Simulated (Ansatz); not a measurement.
Geometry optimisation, RKS PBE/def2-SVP in Ansatz 0.2.0.

Input file:

```yaml
crystal:
  periodic: [false, false, false]
  atoms:
    - { symbol: Hf, position_ang: [-0.2323, 0.485, 0.8797] }
    - { symbol: O, position_ang: [1.6045, -0.2066, -0.8472] }
    - { symbol: "N", position_ang: [-0.7533, -0.9404, -0.3204] }
    - { symbol: H, position_ang: [0.4611, -0.7861, -0.8751] }
    - { symbol: Cl, position_ang: [-0.4658, 2.5623, -0.1008] }
    - { symbol: Cl, position_ang: [-1.4794, 0.3927, 2.8122] }
    - { symbol: H, position_ang: [1.6081, 0.3956, -1.5956] }
    - { symbol: H, position_ang: [-0.7431, -1.9026, 0.0471] }
basis:
  gaussian: { orbitals: def2-SVP }
hamiltonian:
  xc: pbe
relax:
  f_tol: 0.15
  max_steps: 25
  restrain:
    - { distance: [3, 1], at: 0.97, k: 30.0 }
    - { distance: [0, 1], at: 3.71, k: 30.0 }
    - { distance: [3, 2], at: 2.32, k: 30.0 }
output:
  orbitals: {}
```

Launched with:

```bash
$ ansatz run input.yaml --threads 2 --pin off --max-ram 3072MiB --backend cpu --events-out ev --progress --plain --runs-dir out
```

Problem. Where does it end, and by what steps?

Solution. The forces met the threshold. The restraints hold the end off the free minimum. After 11 steps the energy has fallen by 0.113 eV (the restraints' own energy left out); H4 moved furthest, 0.75 Å. Parted: Hf1–O2, Hf1–H4. Joined: O2–H4.

```csv
step,energy less start (eV),largest force component (eV/Å),accepted
0,0.0000,2.253,yes
1,0.7312,5.367,yes
2,0.8692,5.906,yes
3,0.5802,2.838,yes
4,0.2581,1.540,yes
5,0.0694,1.053,yes
6,-0.0158,0.847,yes
7,-0.0476,0.765,yes
8,-0.0964,0.426,yes
9,-0.1091,0.382,yes
10,-0.1063,0.666,no
11,-0.1135,0.356,yes
```

```xyz
8
Properties=species:S:1:pos:R:3
Hf -0.468 0.607 1.220
O 2.074 -0.448 -1.242
N -0.781 -0.855 0.167
H 1.188 -0.826 -1.062
Cl -1.030 2.558 -0.015
Cl -1.675 0.439 3.254
H 1.884 0.165 -1.978
H -1.193 -1.641 -0.344
```

Whether the end is a true minimum wasn't checked by a vibrational analysis.

The run took 51 s on 2 threads of Intel(R) Xeon(R) Processor @ 2.70GHz (shared host), peak memory 0.24 GiB.
